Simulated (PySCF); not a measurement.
Si(H)(Me)3 (C₃H₁₀Si), SMILES C[SiH](C)C.

Geometry: B3LYP-D3(BJ)/def2-SVP. The isomer is the one that the SMILES or the coordinates give; other isomers of the formula were not compared.

Method: PBE/def2-TZVP in PySCF.

Symmetry labels are those of the subgroup Cs that the program uses (full group C3v).

Computed valence orbital energies around the gap with their symmetry:
```json
[
 {"orbital": "HOMO−7", "symmetry": "A\"", "energy (eV)": "-9.84"},
 {"orbital": "HOMO−6", "symmetry": "A'", "energy (eV)": "-9.84"},
 {"orbital": "HOMO−5", "symmetry": "A'", "energy (eV)": "-9.41"},
 {"orbital": "HOMO−4", "symmetry": "A\"", "energy (eV)": "-9.41"},
 {"orbital": "HOMO−3", "symmetry": "A\"", "energy (eV)": "-9.16"},
 {"orbital": "HOMO−2", "symmetry": "A'", "energy (eV)": "-7.32"},
 {"orbital": "HOMO−1", "symmetry": "A'", "energy (eV)": "-7.21"},
 {"orbital": "HOMO", "symmetry": "A\"", "energy (eV)": "-7.21"},
 {"orbital": "LUMO", "symmetry": "A'", "energy (eV)": "0.30"},
 {"orbital": "LUMO+1", "symmetry": "A\"", "energy (eV)": "0.73"},
 {"orbital": "LUMO+2", "symmetry": "A'", "energy (eV)": "0.74"},
 {"orbital": "LUMO+3", "symmetry": "A'", "energy (eV)": "1.53"}
]
```
